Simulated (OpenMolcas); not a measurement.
# Zn: effect of the active space

```yaml
Program: OpenMolcas 26.06
Method: SS-CASPT2 or its RAS form, IPEA 0.25 Eh, imaginary shift 0.1 Eh
Basis: ANO-RCC-VDZ
Scalar_Hamiltonian: DKH3, point nucleus
Spin-orbit_coupling: state interaction with AMFI integrals over the reference wave functions, term energies averaged over their components
```

A. 2 electrons in 4 orbitals (4s 4p); 2S+1 = 3 even, 3 roots (0 in the spin-orbit step); 2S+1 = 1 even, 1 root; 2S+1 = 3 odd, 3 roots; 2S+1 = 1 odd, 3 roots; closed shells correlated: 3d; CASPT2 step about 1.2 core-seconds
B. 2 electrons in 9 orbitals (RAS2 4s 4p; RAS3 4d, at most 2 electrons); 2S+1 = 3 even, 3 roots (0 in the spin-orbit step); 2S+1 = 1 even, 1 root; 2S+1 = 3 odd, 3 roots; 2S+1 = 1 odd, 3 roots (0 in the spin-orbit step); closed shells correlated: 3d; CASPT2 step of the order of 1.3 core-seconds

Energies in eV above 4s2 1S0, the measured ground level; measured values from NIST Handbook of Basic Atomic Spectroscopic Data.

| Level | A | B | Measured |
| --- | --- | --- | --- |
| 4s2 1S0 | 0.0000 | 0.0000 | 0.0000 |
| 4s 4p 3P* 0 | 3.685 | 3.676 | 4.0061 |
| 4s 4p 3P* 1 | 3.704 | 3.696 | 4.0297 |
| 4s 4p 3P* 2 | 3.743 | 3.735 | 4.0779 |

Deviations, from unrounded energies. A percentage is the sum of absolute deviations over the sum of measured energies, with the sign that they share, or ± where signs differ.

```csv
Against measurement,Levels,A,B
mean absolute deviation (cm-1),3,2600,2700
other configurations (%),3,-8.1,-8.3
```

A, B lie about equally close to measurement. The largest miss of A in the table is 4s 4p 3P* 2, by -2700 cm-1. The ranking rests on the paired levels alone, and a cruder setting can come out closer through cancelling errors.

Between A and B the level of the table that moves most is 4s 4p 3P* 0, by 73 cm-1 (lowest in B, highest in A).

Some high roots are left out of the spin-orbit mixing, which shifts the levels that they would mix with. Active for correlation alone: 4d; no level in the range computed is led by a configuration that fills it, so any true level of that kind is missing (holds for B). Computed and measured levels are paired by configuration, term and J; levels that our copy of the source lacks, or whose pairing is in doubt (as where it misses far off the trend of its configuration), stay unpaired and out of the deviations. Only configurations of the active space appear. The table leaves out levels that lie high or whose names do not pair safely across all columns.

* marks odd parity.
